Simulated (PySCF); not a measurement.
**C₄H₆F₂O₂Si: full NMR table**

* Formula: C4H6F2O2Si
* SMILES: FC(F)C1=CO[SiH2]CO1
* InChI: InChI=1S/C4H6F2O2Si/c5-4(6)3-1-8-9-2-7-3/h1,4H,2,9H2
* Point group of the computed structure: C1
* Degrees of unsaturation: 2
* Carbon signals: 4
* Proton signals: 4

Molfile (atoms numbered from 1):
```
C4H6F2O2Si
     RDKit          3D

 15 15  0  0  0  0  0  0  0  0999 V2000
    2.6017   -1.4676   -0.6933 F   0  0  0  0  0  0  0  0  0  0  0  0
    2.2891   -0.2319   -0.2182 C   0  0  0  0  0  0  0  0  0  0  0  0
    2.8881    0.6401   -1.0655 F   0  0  0  0  0  0  0  0  0  0  0  0
    0.8002   -0.0251   -0.1667 C   0  0  0  0  0  0  0  0  0  0  0  0
    0.0839    0.0481   -1.2896 C   0  0  0  0  0  0  0  0  0  0  0  0
   -1.2490    0.2677   -1.3372 O   0  0  0  0  0  0  0  0  0  0  0  0
   -2.1271    0.5567    0.0137 Si  0  0  0  0  0  4  0  0  0  0  0  0
   -1.0247   -0.2528    1.3529 C   0  0  0  0  0  0  0  0  0  0  0  0
    0.3428    0.0959    1.1146 O   0  0  0  0  0  0  0  0  0  0  0  0
    2.7445   -0.1224    0.7763 H   0  0  0  0  0  0  0  0  0  0  0  0
    0.5489   -0.0728   -2.2557 H   0  0  0  0  0  0  0  0  0  0  0  0
   -2.2034    1.9924    0.2611 H   0  0  0  0  0  0  0  0  0  0  0  0
   -3.3695   -0.1567   -0.2219 H   0  0  0  0  0  0  0  0  0  0  0  0
   -1.1146   -1.3455    1.3368 H   0  0  0  0  0  0  0  0  0  0  0  0
   -1.2152    0.0820    2.3709 H   0  0  0  0  0  0  0  0  0  0  0  0
  1  2  1  0
  2  3  1  0
  2  4  1  0
  4  5  2  0
  5  6  1  0
  6  7  1  0
  7  8  1  0
  8  9  1  0
  9  4  1  0
  2 10  1  0
  5 11  1  0
  7 12  1  0
  7 13  1  0
  8 14  1  0
  8 15  1  0
M  END
```

Level of theory: GFN2-xTB geometry, shieldings: GIAO PBE0/pcSseg-1, in PySCF (fast rotation and ring inversion assumed for equivalent nuclei, non-relativistic Hamiltonian, single conformer, isolated molecule).

Chemical shifts δ = σref − σ; ¹H (31.72 ppm) and ¹³C (186.93 ppm) and ²⁹Si (349.16 ppm) vs TMS; ¹⁹F (170.95 ppm) against CFCl3; H2O for ¹⁷O (336.08 ppm), all at this level.

| carbon | δC, type | δH (multiplicity) | HMBC from (2–3 bonds) | span of the C tensor (ppm) |
| --- | --- | --- | --- | --- |
| C2 | 121.6, CH | 6.35 (m) | H11 | 24 |
| C4 | 144.4, C | – | H11, H10, H14/H15 | 151 |
| C5 | 134.9, CH | 6.95 (m) | H10, H12/H13 | 158 |
| C8 | 56.9, CH2 | 4.03 (m) | H12/H13 | 82 |

Other nuclei:
```json
{"atoms": "H12/H13", "nucleus": "¹H", "environment": "hydrogen on a silicon bonded to C, O, in a 6-membered ring", "δ (ppm)": "5.11", "σ (ppm)": "26.61"}
{"atoms": "F1/F3", "nucleus": "¹⁹F", "environment": "fluorine of a CF2 group", "δ (ppm)": "-124.6", "σ (ppm)": "295.6"}
{"atoms": "Si7", "nucleus": "²⁹Si", "environment": "silicon bonded to C, O, 2 H, in a 6-membered ring", "δ (ppm)": "-29.4", "σ (ppm)": "378.5"}
{"atoms": "O9", "nucleus": "¹⁷O", "environment": "ether oxygen", "δ (ppm)": "78.0", "σ (ppm)": "258.1"}
{"atoms": "O6", "nucleus": "¹⁷O", "environment": "oxygen bonded to C, Si, in a 6-membered ring", "δ (ppm)": "70.6", "σ (ppm)": "265.4"}
```

1. Carbon types of the structure: 1 × C, 2 × CH, 1 × CH2, leaving 2 H on heteroatoms.
2. δC 144.4, 134.9: alkene carbon bearing oxygen.
3. δC 121.6: allylic sp3 CH bonded to 2 F; 2 electronegative neighbours deshield it.
4. δH 6.95: hydrogen on an alkene carbon bearing oxygen; attached to an sp2 carbon and in the plane of the double bond.
5. δH 6.35: hydrogen on an allylic sp3 CH bonded to 2 F; its carbon carries F, hence the downfield position.
6. δH 4.03: hydrogen on an sp3 CH2 bonded to O and Si; its carbon carries O, which withdraws density.

Splittings by ¹⁹F in the carbon and heteronuclear signals aren't shown, as no couplings were computed. Shifts are as computed. Against solution values, carbons near 30 ppm lie about +3 ppm off and those near 130 ppm about +5 ppm. Of 1309 compounds with measured shifts, 239 miss one by over three times the rms of a fit or turn the order of signals round; such compounds aren't used in these exercises. Unscaled 19F shifts against computed CFCl3 carry errors that often reach 10 to 50 ppm. Experimental scales use liquid or dissolved standards, which lie at an offset from isolated H2O (liquid H2O: subtract about 36 ppm). Multiplicities follow the n + 1 count of equivalent neighbours, as no J values were calculated; m marks all less simple cases, F and P coupling included.
